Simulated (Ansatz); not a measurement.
Ansatz (a program for electronic structure) input:

Ansatz 0.2 input:
```yaml
crystal:
  periodic: [false, false, false]
  atoms:
    - {symbol: F, position_ang: [1.35550996, -0.95791249, 0.16000033]}
    - {symbol: B, position_ang: [0.52356695, 0.07065927, 0.06193276]}
    - {symbol: F, position_ang: [1.06543760, 1.28146934, 0.05729552]}
    - {symbol: Si, position_ang: [-1.43395350, -0.19419699, -0.18432358]}
    - {symbol: H, position_ang: [-2.00713371, -1.49592893, 0.21367639]}
    - {symbol: H, position_ang: [-2.32388014, 0.94937877, 0.10152721]}
basis:
  gaussian:
    orbitals: cc-pVTZ-DK
magnetization: {spin_polarized: true, initial_magnetization: 1}
correlation: {method: ccsd_t, electrons: outside_noble_gas}
```

### Question
What final total energy does it print?

### Answer
-515.36364 Eh (X2C-CCSD(T)/cc-pVTZ-DK). The basis has 152 functions.

It need not be the lowest isomer of its formula.
